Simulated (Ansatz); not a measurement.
`C/C=[C](/F)[ZnH]` + CH₄ → `C/C=C(/C)F` + `[ZnH2]` at 600 K and 1 bar (formal exchange of groups at a C–Zn bond).

Program: Ansatz. Geometries: PBE0-D4/def2-TZVP. ΔE: electronic, gas phase. CBS: MP2 limit from def2 TZ/QZ plus the TZ coupled-cluster correction, frozen cores. This one scheme is used for every species. Double bonds are as drawn, so ΔE can hold a change between cis and trans. For Zn outer-core shells are correlated without core-valence functions, which leaves a few kJ/mol of doubt a bond. Scalar relativity is left out up to krypton.

```json
{"species": "`C/C=[C](/F)[ZnH]`", "CCSD(T)/CBS energy (Eh)": "-1995.28907", "H − E (kJ/mol)": "236.9", "S (J/(mol·K))": "426.5"}
{"species": "CH₄", "CCSD(T)/CBS energy (Eh)": "-40.46206", "H − E (kJ/mol)": "140.4", "S (J/(mol·K))": "215.7"}
{"species": "`C/C=C(/C)F`", "CCSD(T)/CBS energy (Eh)": "-256.19879", "H − E (kJ/mol)": "321.1", "S (J/(mol·K))": "404.7"}
{"species": "`[ZnH2]`", "CCSD(T)/CBS energy (Eh)": "-1779.54550", "H − E (kJ/mol)": "52.6", "S (J/(mol·K))": "230.0"}
```

H − E and S are ideal-gas, rigid-rotor, harmonic terms from PBE0-D4/def2-TZVP. 1 Eh = 2625.50 kJ/mol, R = 8.31446 J/(mol·K).

Question: By hand: ΔE, ΔH, ΔS and ΔG.

Answer: ΔE = (-256.19879) + (-1779.54550) − (-1995.28907) − (-40.46206) = 0.00684 Eh = 18.0 kJ/mol. Δ(H − E) = 321.1 + 52.6 − 236.9 − 140.4 = -3.6, so ΔH = 14.4 kJ/mol. ΔS = 404.7 + 230.0 − 426.5 − 215.7 = -7.5 J/(mol·K). ΔG = 14.4 − 600 × (-7.5)/1000 = 18.9 kJ/mol.

Question: By hand: the equilibrium constant, and the temperature at which ΔG would vanish if ΔH and ΔS stayed fixed.

Answer: log₁₀ K = −ΔG/(RT ln 10) = -1.6. ΔH and −TΔS have one sign here, so there is no such temperature.

The number of gas molecules stays the same, so ΔS is small and ΔH decides. A doubt of 5 kJ/mol in ΔE shifts log₁₀ K by 0.4 here. These are equilibria of isolated gas molecules and say nothing of rates. Largest T1 diagnostic: 0.016 (customary marks: 0.02 for closed shells, 0.045 for open ones).
